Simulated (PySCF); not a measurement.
Al(H)(Et)(OMe) (C3H9AlO), SMILES C[CH2][AlH][O]C. Atoms are numbered in the order given.

```xyz
14

Al     0.0958     0.3114     0.2776
H      0.3567     1.5250     1.2723
C     -1.0275     0.4241    -1.3160
C     -1.7203     1.7792    -1.5276
H     -1.7752    -0.3894    -1.2678
H     -0.4013     0.1713    -2.1923
H     -0.9905     2.6019    -1.6137
H     -2.3845     2.0343    -0.6847
H     -2.3368     1.7958    -2.4421
O      0.8466    -1.1776     0.6270
C      1.6963    -1.6805     1.6142
H      2.6387    -2.0454     1.1672
H      1.9577    -0.9229     2.3788
H      1.2253    -2.5340     2.1346
```

Coordinates come from a ωB97X-D3(BJ)/def2-SVP optimisation. The values are those of a single conformer.

Computed with PySCF with PBE/pcSseg-1.

GIAO shieldings, no solvent; atoms alike by connectivity are averaged. δ = σ(ref) − σ: ¹H against TMS (σ = 31.49 ppm); ¹³C against TMS (σ = 182.0 ppm); ¹⁷O against H2O (σ = 334.3 ppm), references at their B3LYP-D3(BJ)/def2-TZVP geometries, non-relativistic.

| atoms | nucleus | count | δ (ppm) |
|---|---|---|---|
| H2 | ¹H | 1 | [?] |
| H12, H13, H14 | ¹H | 3 | [?] |
| H7, H8, H9 | ¹H | 3 | 1.39 |
| H5, H6 | ¹H | 2 | [?] |
| C11 | ¹³C | 1 | 59.6 |
| C4 | ¹³C | 1 | 11.8 |
| C3 | ¹³C | 1 | [?] |
| O10 | ¹⁷O | 1 | 102.5 |

Task: Fill in the missing entries. (Estimate from the structure and the level; the computed values follow.)

Result: 
- H5, H6, δ (ppm): 0.50
- H12, H13, H14, δ (ppm): 4.47
- H2, δ (ppm): 5.21
- C3, δ (ppm): 4.4
